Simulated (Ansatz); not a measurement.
Basis-set series for C2H4BrNO, SMILES `C/N=C(/O)Br`. Total charge 0; spin multiplicity 1. The structure was optimised at the PBE0-D4/def2-TZVP level. It is one conformer, not always the lowest.

```tsv
functional	basis	functions	energy (Eh)	HOMO (eV)	LUMO (eV)
PBE0-D4	def2-SVP	108	-2781.74710	-7.78	0.27
PBE0-D4	def2-TZVPP	228	-2782.29942	-7.91	-0.12
ωB97M-V	def2-SVP	108	-2782.04865	-9.99	2.40
ωB97M-V	def2-TZVPP	228	-2782.60784	-10.14	1.81
```

Give the rows for def2-QZVPP. (Estimate.)

Ansatz gave: 
```csv
functional,basis,functions,energy (Eh),HOMO (eV),LUMO (eV)
PBE0-D4,def2-QZVPP,437,-2782.36341,-7.94,-0.27
ωB97M-V,def2-QZVPP,437,-2782.66951,-10.17,1.44
```

Positive LUMOs are unbound and depend on the basis. Scalar relativity is left out up to krypton.
